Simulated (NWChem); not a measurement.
**A calculation on H4ClFOSi2**

```
O
Si 1 1.6250
F 2 1.6109 1 109.38
Si 1 1.6718 2 148.06 3 88.10
H 2 1.4717 3 108.73 1 -121.19
H 4 1.4879 1 107.43 2 173.79
H 4 1.4906 6 110.13 1 -119.45
H 4 1.4908 6 110.16 7 -121.30
Cl 2 2.0496 5 110.72 3 117.28
```
Charge 0, spin multiplicity 1.

All runs are NWChem calculations. The geometry was optimised at PBE0/def2-SVP, a minimum by its harmonic frequencies. It is one conformer; others weren't searched.

The correlated methods keep 17 core orbitals frozen. The structure started from a generated list of species.

Worked example. A B2PLYP run in 3-21G ends its self-consistent part (53 % exact exchange, 47 % B88, 73 % LYP) at -1209.81126 Ha, and second-order perturbation theory on those orbitals gives -0.47961 Ha unscaled.

The perturbative term enters with the weight 0.27: -1209.81126 + 0.27·(-0.47961) = -1209.94075 Ha is the total energy.
